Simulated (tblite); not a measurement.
Compound: C7H7FN (doublet state).
InChI=1S/C7H7FN/c1-5-2-3-6(4-9)7(5)8/h2-3H2,1H3

Calculated harmonic vibrations of the isolated species, GFN2-xTB (tblite), most abundant isotopes, no scaling. Against measured fundamentals such values can be off by several per cent, at times by over 20. Open shells enter through the occupations alone, without spin polarisation, and single modes of such species can be off by tens of per cent.

Harmonic wavenumbers (cm⁻¹): 80.4, 94.4, 119.3, 124.4, 239.8, 247.2, 303.1, 385.6, 463.9, 473.7, 550.1, 552.8, 622.6, 697.6, 791.3, 939.6, 949.3, 1003.8, 1019.8, 1051.4, 1107.5, 1116.7, 1159.7, 1214.9, 1246.0, 1293.0, 1325.8, 1398.7, 1416.0, 1446.0, 1455.6, 1461.5, 1465.4, 1566.6, 2282.2, 2930.9, 2949.0, 2963.6, 2974.9, 2975.0, 2995.5, 3050.3.

A = 2996, B = 1265, C = 904.3 MHz; mass 124.056 u (most abundant isotopes); point group Cs, symmetry number 1; spin multiplicity 2.

Task: What is the zero-point energy?

Result: ½Σν̃ = 26252 cm⁻¹ = 75.06 kcal/mol.

Task: What is S at 298.15 K and 1 bar for an ideal gas of classical rigid rotors and harmonic oscillators?

Result: Translation 40.39, rotation 28.93, vibration 23.94, spin (R ln 2) 1.38: S = 94.6 cal/(mol K).

Task: And Cp and H(298.15 K) − H(0)?

Result: Cp = 33.83 cal/(mol K), of which vibrations give 25.88 (their classical limit is 42 R = 83.5); H(298.15 K) − H(0) = 6.26 kcal/mol without the zero-point energy, 3.89 from vibrations.

Task: What must be added to the electronic energy to get the Gibbs energy at 298.15 K and 1 bar?

Result: ZPE + [H(298.15 K) − H(0)] − T·S = 75.06 + 6.26 − 28.22 = 53.10 kcal/mol.

Task: Blend soft modes into free rotors: weight 1/[1 + (100 cm⁻¹/ν̃)⁴] for the oscillator and the rest for a rotor with moment μB/(μ + B), μ = h/(8π²ν), B = 10⁻⁴⁴ kg m². What vibrational entropy results?

Result: 22.77 cal/(mol K) in place of 23.94, which changes −T·S at 298.15 K by +0.35 kcal/mol.

Hindered rotation and anharmonicity are outside this model.
